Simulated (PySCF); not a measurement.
HOSi, multiplicity 2. Atoms are numbered in the order given.

```xyz
3

O      0.0825     1.0370     0.0000
Si    -0.1280    -0.4937     0.0000
H      1.1329    -1.3850     0.0000
```
Charge 0, spin multiplicity 2.

The structure is a stationary point at PBE-D3(BJ)/def2-TZVPD. The isomer is the one that the SMILES or the coordinates give; other isomers of the formula were not compared.

Method: CAM-B3LYP/def2-TZVPD in PySCF.

Mulliken values depend strongly on the basis, most of all with diffuse functions as here. ESP charges are fitted to the potential on shells at 1.4 to 2.0 van der Waals radii. Atomic charges (e):

```tsv
atom	meta-Löwdin	Mulliken	ESP fit	Mulliken spin
O1	(withheld)	-0.35	-0.49	0.25
Si2	(withheld)	0.34	0.47	0.50
H3	(withheld)	0.02	0.01	0.24
```

Problem. Some entries are withheld; supply them. (The exact figures need the calculation; the answer reports its results.)

Solution. 
- O1, meta-Löwdin: -0.70
- Si2, meta-Löwdin: 0.77
- H3, meta-Löwdin: -0.07
